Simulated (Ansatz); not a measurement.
Frontier orbitals of C$_{3}$H$_{11}$AlO (`[CH3][Al-]([CH3])([CH3])[OH2+]`).

The species carries charge 0 and has multiplicity 1. Geometry: relaxed with PBE0-D4/def2-TZVP. It is one conformer, not always the lowest. Basis def2-TZVPP, Ansatz.

```tsv
functional	HOMO (eV)	LUMO (eV)
r2SCAN	-5.87	-0.54
```

Problem. Give HOMO and LUMO (eV) with LDA (SPW92), PBE, revPBE, BLYP, B97M-V, PBE0, B3LYP, r2SCANh, r2SCAN0, HSE06 (plane-wave form), BHLYP, CAM-B3LYP, LC-ωPBE, ωB97X-V, ωB97M-V, HF. (Estimate.)

Solution. Ansatz gave: 
| functional | HOMO | LUMO |
| --- | --- | --- |
| LDA (SPW92) | -5.73 | -1.35 |
| PBE | -5.61 | -1.22 |
| revPBE | -5.56 | -1.14 |
| BLYP | -5.50 | -1.29 |
| B97M-V | -5.95 | -0.99 |
| PBE0 | -6.89 | -0.33 |
| B3LYP | -6.68 | -0.74 |
| r2SCANh | -6.35 | -0.27 |
| r2SCAN0 | -7.06 | 0.11 |
| HSE06 (plane-wave form) | -6.49 | -0.70 |
| BHLYP | -8.09 | 0.27 |
| CAM-B3LYP | -8.28 | 0.41 |
| LC-ωPBE | -9.65 | 1.81 |
| ωB97X-V | -9.29 | 1.56 |
| ωB97M-V | -9.15 | 1.11 |
| HF | -9.98 | 2.35 |

B3LYP here is the variant with VWN-RPA as its local correlation; programs differ in this. LC-ωPBE has ω = 0.4 bohr⁻¹. Positive LUMOs are unbound and depend on the basis.
